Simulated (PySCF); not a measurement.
# Xe (xenon, neutral) across methods

[Kr] 4d10 5s2 5p5 6s1, high-spin 3P determinant (an excited configuration). Calculation: PySCF 2.14, in aug-cc-pVQZ-DK3 (9s8p6d3f2g, 102 functions); the spin-free X2C one-electron Hamiltonian (Gaussian nucleus).

```
method  E (hartree)  mean ε 5p α (eV)  mean ε 5p β (eV)  mean ε 6s α (eV)  Σ⟨r²⟩ (bohr²)   ⟨S²⟩
   LDA     -7439.14           -12.190           -11.416            -2.169          81.92  2.001
M06-2X     -7446.52           -14.931           -13.980            -3.061          83.56  2.006
 wB97X     -7446.13           -15.796           -15.002            -3.400          82.99  2.003
  PBE0     -7445.51           -13.506           -12.616            -2.452          82.73  2.003
   PBE     -7445.44           -12.077           -11.259            -2.039          82.40  2.003
  MN15     -7451.10           -14.170           -13.250            -2.717          81.66  2.004
   UHF  -7442.86517           -16.796           -15.640            -3.301          84.61  2.010
```

Problem. Estimate the same row for r2SCAN.

Solution. E (hartree) = -7445.85; mean ε 5p α (eV) = -12.612; mean ε 5p β (eV) = -11.720; mean ε 6s α (eV) = -2.078; Σ⟨r²⟩ (bohr²) = 83.27; ⟨S²⟩ = 2.005.

The outer electron is Rydberg-like, and this basis confines it to a smaller radius and binds it less than a complete one would.
